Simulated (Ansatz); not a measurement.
Basis-set extrapolation for `NCO[SiH](O)F` (PBE0-D4/def2-TZVP geometry, frozen core, Ansatz). Multiplicity 1, RHF reference.

```json
{"": "HF", "def2-TZVPP": "-634.251823", "def2-QZVPP": "-634.278510"}
{"": "MP2 correlation", "def2-TZVPP": "-1.225189", "def2-QZVPP": "-1.324994"}
{"": "CCSD(T) correlation", "def2-TZVPP": "-1.296544", "def2-QZVPP": "not run"}
```

Energies in hartree. Use E(X) = E(∞) + A·exp(−7.88·√X) for Hartree–Fock and E(X) = E(∞) + B·X^(−2.97) for correlation, with X = 3 and 4, and add CCSD(T) minus MP2 of the smaller set to the MP2 limit.

What is the CCSD(T) energy at the basis-set limit?

HF limit: -634.278510 + (-0.026687) × 0.13774 = -634.28219. MP2 limit: -1.324994 + (-0.099805) × 0.74074 = -1.39892. Higher-order term: -1.296544 − (-1.225189) = -0.07135. Total: -635.75246 hartree, 535.8 kJ/mol below CCSD(T)/def2-TZVPP.
